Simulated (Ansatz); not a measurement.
Start from `CN(C#N)CF` and change one atom or group to get `BN(C)CF`.

Ansatz, PBE0-D4/def2-TZVP geometries, multiplicity 1. Each molecule was computed in one conformer, which needn't be the lowest.

```
                                          property  `CN(C#N)CF`
              HOMO–LUMO gap (PBE0/def2-TZVPP) / eV         8.50
               LUMO energy (B3LYP/def2-TZVPP) / eV         0.44
  size of the dipole moment (B3LYP/def2-TZVPP) / D         4.53
                 HOMO energy (PBE/def2-TZVPP) / eV        -6.44
size of the dipole moment (ωB97M-V/def2-TZVPP) / D         4.50
                HOMO energy (PBE0/def2-TZVPP) / eV        -7.76
```

What does the change do to each property? (Best estimate.)

The calculation gave: 
| property | `BN(C)CF` | shift |
| --- | --- | --- |
| HOMO–LUMO gap (PBE0/def2-TZVPP) / eV | 7.96 | -0.54 |
| LUMO energy (B3LYP/def2-TZVPP) / eV | -0.48 | -0.92 |
| size of the dipole moment (B3LYP/def2-TZVPP) / D | 1.75 | -2.78 |
| HOMO energy (PBE/def2-TZVPP) / eV | -6.93 | -0.49 |
| size of the dipole moment (ωB97M-V/def2-TZVPP) / D | 1.74 | -2.76 |
| HOMO energy (PBE0/def2-TZVPP) / eV | -8.19 | -0.43 |

With PBE0 the HOMO falls by 0.43 eV and the LUMO falls by 0.97 eV, so the gap narrows by about 0.54 eV. PBE moves the HOMO by -0.49 eV and ωB97M-V by -0.50 eV. Dipoles are sizes alone; their direction can turn.

Positive LUMOs are unbound, so they and the gaps depend on the basis.

B3LYP here is the variant with VWN-RPA as its local correlation; programs differ in this.
